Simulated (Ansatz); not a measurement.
`[AlH2][O]B1CC1` + H–F → `FB1CC1` + `[OH][AlH2]`  (ligand exchange at a B–O bond)

Gas-phase electronic energies from Ansatz, PBE0-D4/def2-TZVP geometries. CBS: MP2 limit from def2 TZ/QZ plus the TZ coupled-cluster correction, frozen cores. This one scheme is used for every species. Functionals use def2-TZVPP. B3LYP here is the variant with VWN-RPA as its local correlation; programs differ in this. One conformer a species, not always the lowest.

`[AlH2][O]B1CC1`:

Cartesian coordinates in Å:
```
Al -2.005 0.433 -1.879
O -0.790 0.168 -0.742
B 0.163 -0.036 0.152
C 1.649 -0.092 0.486
C 0.558 -0.385 1.582
H -2.499 -0.814 -2.706
H -2.546 1.907 -2.021
H 2.231 0.817 0.617
H 2.262 -0.935 0.180
H 0.505 -1.408 1.947
H 0.472 0.345 2.383
```

H–F:

Z-matrix (Å, degrees):
```
F
H 1 0.920
```

`FB1CC1`:

Z-matrix (Å, degrees):
```
C
B 1 1.510
C 1 1.585 2 58.4
H 1 1.087 2 121.2 3 103.6
H 1 1.087 2 121.2 3 -103.6
F 2 1.310 1 148.4 3 180.0
H 3 1.087 1 116.3 2 -112.0
H 3 1.086 1 116.3 2 112.0
```

`[OH][AlH2]`:

```xyz
5

O     1.204   -0.142    0.107
Al   -0.470   -0.114   -0.167
H     1.658    0.495    0.656
H    -1.357    1.012    0.508
H    -1.035   -1.250   -1.104
```

| level | ΔE (kJ/mol) |
| --- | --- |
| B3LYP-D4 | 6.1 |
| MP2/def2-QZVPP | 11.2 |

**Question.** What does CCSD(T)/CBS give? (Best estimate.)

**Answer.** The calculation gave: +9.7 kJ/mol. The listed levels differ from it by -3.6, 1.5 kJ/mol.

Largest T1 diagnostic among the species: 0.013.

The D4 term adds +5.7 kJ/mol with B3LYP and +3.4 kJ/mol with PBE0; it sums over pairs of atoms, weighted by their polarisabilities, and B3LYP, whose exchange is more repulsive, gets the larger term. In def2-TZVPP, CCSD(T) changes the Hartree–Fock value by +4.4 kJ/mol (the triples alone add +0.4 kJ/mol) and MP2 by +6.8 kJ/mol.
